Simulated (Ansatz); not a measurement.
Species: GeSe, charge 0, singlet. GeSe (selanylidenegermanium, SMILES [Ge]=[Se]).
B3LYP-D3(BJ)/def2-TZVP minimum from Ansatz (a quantum-chemistry and plane-wave program):
```
Ge
Se 1 2.1569
```
Charge 0, spin multiplicity 1.

Total energies in cc-pV5Z, 10 correlated electrons, 28 frozen orbitals. Radicals and triplets start from unrestricted determinants; spin-orbit coupling is neglected. Cores are frozen in correlated methods (noble-gas shells, and filled d and f shells in the p block). No relativity. The T1 diagnostic of GeSe ([Ge]=[Se], singlet) reaches 0.030 in the sets run.

```csv
method,program,energy (Eh),minus CCSDT(Q) (mEh)
HF,Ansatz,-4475.34116,293.76
MP2,Ansatz,-4475.60261,32.30
CCSD,Ansatz,-4475.61420,20.72
CCSD(T),Ansatz,-4475.63274,2.17
CCSDT(Q),Ansatz,-4475.63491,0.00
```
